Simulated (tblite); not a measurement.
Compound: C₄H₄SSi.
InChI=1S/C4H4SSi/c1-2-4(6)3-5/h1H,6H3

Computed values, GFN2-xTB/tblite, gas phase, harmonic and unscaled. Errors from tens to a few hundred cm⁻¹ against measured bands are possible. Modes of hydrogen on silicon can be 10 to 20 % off.

Harmonic wavenumbers (cm⁻¹): 62.1, 84.5, 118.0, 149.8, 300.5, 336.1, 367.6, 445.4, 506.6, 533.0, 535.1, 611.4, 636.3, 758.8, 767.9, 778.1, 941.8, 1145.0, 1866.3, 2244.8, 2268.4, 2272.8, 2300.2, 3400.9.

A = 3015, B = 1503, C = 1015 MHz; mass 111.980 u (most abundant isotopes); point group Cs, symmetry number 1.

Q: What is the zero-point energy?

A: Half the sum of the wavenumbers: 11716 cm⁻¹ = 33.50 kcal/mol.

Q: What is S at 298.15 K and 1 bar for an ideal gas of classical rigid rotors and harmonic oscillators?

A: Translation 40.08, rotation 28.64, vibration 22.02: S = 90.7 cal/(mol K).

Q: And Cp and H(298.15 K) − H(0)?

A: Cp = 30.29 cal/(mol K), of which vibrations give 22.34 (their classical limit is 24 R = 47.7); H(298.15 K) − H(0) = 5.87 kcal/mol without the zero-point energy, 3.50 from vibrations.

Q: How do the functions run with temperature in this model?

A: 
```csv
T (K),S (cal/(mol K)),Cp (cal/(mol K)),H − H(0) (kcal/mol),G − H(0) (kcal/mol),ln q(vib)
150,73.6,20.0,2.08,-8.96,2.22
250,85.7,27.5,4.47,-16.94,4.22
400,100.3,34.7,9.19,-30.93,7.16
600,115.5,40.3,16.75,-52.58,10.72
900,133.0,45.5,29.68,-89.98,15.31
```

q(vib) and H(0) count from the zero-point level.

Q: Which modes carry the vibrational entropy at 298.15 K?

A: 62.1 cm⁻¹: 4.39; 84.5 cm⁻¹: 3.78; 118.0 cm⁻¹: 3.13; 149.8 cm⁻¹: 2.67; 300.5 cm⁻¹: 1.41; 336.1 cm⁻¹: 1.23 cal/(mol K); the other 18 give 5.40 together.

Q: Blend soft modes into free rotors: weight 1/[1 + (100 cm⁻¹/ν̃)⁴] for the oscillator and the rest for a rotor with moment μB/(μ + B), μ = h/(8π²ν), B = 10⁻⁴⁴ kg m². What vibrational entropy results?

A: 20.42 cal/(mol K) in place of 22.02, which changes −T·S at 298.15 K by +0.48 kcal/mol.

Q: What must be added to the electronic energy to get the Gibbs energy at 298.15 K and 1 bar?

A: ZPE + [H(298.15 K) − H(0)] − T·S = 33.50 + 5.87 − 27.05 = 12.32 kcal/mol.

Hindered rotation and anharmonicity are outside this model.
